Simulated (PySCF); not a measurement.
B(H)(Me)(vinyl) (C3H7B), SMILES CBC=C. Geometry: B3LYP-D3(BJ)/def2-SVP. The structure was generated by enumeration, and PubChem lists no compound with its InChIKey, so it may never have been made. The values are those of a single conformer.

Task: Give the equilibrium geometry at B3LYP-D3(BJ)/def2-SVP (PySCF confirms it by a frequency run) as a Z-matrix, and its point group. (An estimate is asked for; the answer gives what the named calculation found.)

Result: Several could match; the one computed here: point group Cs.
```
B
H 1 1.2135
C 1 1.5559 2 117.87
C 3 1.3467 1 123.62 2 180.00
H 4 1.0956 3 121.49 1 0.00
H 4 1.0962 5 115.82 3 180.00
H 3 1.0979 4 116.95 5 180.00
C 1 1.5676 2 117.31 3 180.00
H 8 1.1004 1 116.68 2 180.00
H 8 1.1062 9 108.38 5 123.56
H 8 1.1062 9 108.38 10 112.89
```
